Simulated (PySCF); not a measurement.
C2H4ClFSi2, SMILES F[SiH2]C#C[SiH2]Cl.

Geometry optimised at PBE0-D3(BJ)/def2-SVP. This is a generated structure with no PubChem entry under its InChIKey; it may be hypothetical.

Level of theory: SMD-M06-2X/6-31G* (PySCF).

Solvation free energies are E(SMD) − E(gas) at the gas-phase geometry, for 1 M in both phases. In vacuum the dipole moment is 0.30 D.

Computed solvation free energies in water, tetrahydrofuran, dimethylsulfoxide:
| solvent | ΔG(solv) (kcal/mol) | its non-electrostatic (CDS) part | dipole (D) |
|---|---|---|---|
| water | 2.3 | 5.4 | 0.42 |
| tetrahydrofuran | -1.9 | 0.7 | 0.40 |
| dimethylsulfoxide | -0.7 | 2.5 | 0.41 |
